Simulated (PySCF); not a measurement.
## Energy profile

The step: Si₂H₆O ([OH][SiH2][SiH3]) → Si₂H₄O ([O][SiH][SiH3]) + H₂; bonds formed: H2–H4; bonds broken: Si1–H2, O3–H4 (atoms numbered as in the saddle structure below).

```
atom    x (Å)    y (Å)    z (Å)
 Si1  -0.8516  -0.3827  -0.2429
  H2  -0.3377  -1.7878   0.7039
  O3  -0.9539  -1.3320  -1.4859
  H4  -0.5217  -1.9864  -0.1985
  H5  -2.0463  -0.0175   0.5752
 Si6   0.9117   1.1304   0.1072
  H7   0.6014   2.3806  -0.6375
  H8   1.0083   1.4400   1.5593
  H9   2.1896   0.5555  -0.3808
```

Electronic energies by CCSD(T) at an estimated basis limit (MP2 extrapolated from triple and quadruple zeta, plus CCSD(T) − MP2 in triple zeta), on PBE0-D4/def2-TZVP structures; Si₂H₆O, closed shell; no counterpoise correction. Program: PySCF 2.14 with density fitting (its default auxiliary sets; JK sets also for MP2 and CCSD(T)). Basis: def2-TZVPP and def2-QZVPP. Cores are frozen in the correlated methods. Extrapolation: Hartree–Fock as exp(−7.88 √X), correlation as X^−2.97.

**Question.** Give the profile in kcal/mol, counted from the start structure. (Judge from chemistry; the value comes from the calculation.)

**Answer.** The calculation gives:
```tsv
point	kcal/mol
start structure	0.00
saddle	68.39
end structure	46.37
separated: Si₂H₄O (linked as [O][SiH][SiH3]; Si1, O3, H5, Si6, H7, H8, H9; singlet) + H₂ (H2, H4; singlet)	47.30
```

T1 diagnostic: at most 0.022.

For scale, one of the runs: CCSD(T)/def2-TZVPP, 199 basis functions, launched by `OMP_NUM_THREADS=4 python run.py`. Hardware: 4 CPU threads of an Intel Xeon 6975P-C, shared host. Wall time 2.1 min; peak host memory 2.1 GiB.
